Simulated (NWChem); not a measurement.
Species: AlCl2, doublet; SMILES [Cl][Al][Cl]

All runs: NWChem. Pople sets run with spherical d functions. Spin-unrestricted. In the optimisation the excess spin sits in a1 (C2v, its own frame). Structure relaxed at the PBE-D3(BJ)/def2-SVP, spin-unrestricted level. This spin state was assumed; another may lie lower. No stability test was run on the SCF state. Vertical excitations in the gas phase. Excited states of an open shell can be spin-contaminated.

Q: Predict the results for PBE/6-31+G*, TDA. Quantities: lowest excitation (eV); oscillator strength of that lowest state; lowest empty minus highest occupied level, either spin (eV).

A: 
```
Quantity                                                     Value
-----------------------------------------------------------  -----
lowest excitation (eV)                                        3.17
oscillator strength of that lowest state                     0.051
lowest empty minus highest occupied level, either spin (eV)   1.49
```
